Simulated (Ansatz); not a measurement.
C2H8SSi2, SMILES `[SiH3][SiH]1CCS1`, relaxed with RKS PBE-D4/def2-SVP in Ansatz 0.2.0 from a rough embedded geometry. The force threshold is 0.03 eV/Å; the program also tests the step.

The species carries charge 0 and has multiplicity 1.

Start:

```xyz
13

Si    1.674   -0.723    1.139
Si    0.521    0.883    0.100
C    -0.562    0.225   -1.271
C    -1.818   -0.004   -0.387
S    -1.413    1.315    0.852
H     2.186   -0.234    2.520
H     0.787   -1.897    1.442
H     2.787   -1.178    0.374
H     1.285    2.160   -0.250
H    -0.771    1.035   -2.053
H    -0.178   -0.623   -1.814
H    -1.756   -1.005    0.118
H    -2.743    0.046   -0.771
```

```csv
step,energy (eV),largest force (eV/Å),largest move (Å)
1,-28768.9651,4.682,0.000
2,-28769.5747,1.058,0.155
3,-28769.6299,0.171,0.067
4,-28769.6347,0.087,0.037
5,-28769.6372,0.208,0.119
6,-28769.6416,0.035,0.027
7,-28769.6424,0.008,0.028
8,-28769.6428,0.030,0.050
9,-28769.6430,0.014,0.021
```

End:

```xyz
13

Si    1.801   -0.715    1.216
Si    0.497    0.868    0.065
C    -0.614    0.162   -1.318
C    -1.860    0.058   -0.403
S    -1.424    1.164    1.054
H     2.165   -0.190    2.581
H     0.982   -1.968    1.383
H     3.073   -1.068    0.484
H     1.284    2.116   -0.251
H    -0.758    0.929   -2.106
H    -0.322   -0.788   -1.808
H    -2.020   -0.974   -0.031
H    -2.805    0.407   -0.868
```

Hardware: 4 threads of an Arm Neoverse V1 on a shared host. Wall time 15 s, peak host memory 0.18 GiB.
